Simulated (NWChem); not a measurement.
Molecule: C2H3BrF2; SMILES FC(F)(Br)C

Computed with NWChem. All runs use the structure optimised with PBE0/def2-SVP. Hybrids' shares of exact exchange are those that their runs print; pure functionals count as 0. The functionals differ in more than this share.

```csv
row,share of exact exchange,highest occupied level (eV)
PBE/def2-SVP,0.00,-6.95
"LDA (Slater exchange, VWN5)/def2-SVP",0.00,-7.09
B3LYP/def2-SVP,0.20,withheld
PBE0/def2-SVP,0.25,-8.41
BHandHLYP/def2-SVP,0.50,-9.63
```

**Question.** Fit a straight line of the last column on the one before it, predict the withheld value, and compare with the run.

**Answer.** 
1. Means of the 4 shown rows: x = 0.188, y = -8.020. Slope Σ(x − x̄)(y − ȳ)/Σ(x − x̄)² = -0.9025/0.1719 = -5.251; intercept -7.035.
2. The shown rows scatter about the line by 0.061 (root mean square); the largest residual is +0.08, at PBE/def2-SVP.
3. At x = 0.20 (B3LYP/def2-SVP; inside the shown range) the line gives -8.09.
4. The run gives -8.07, +0.02 from the line, 0.3 times the scatter.
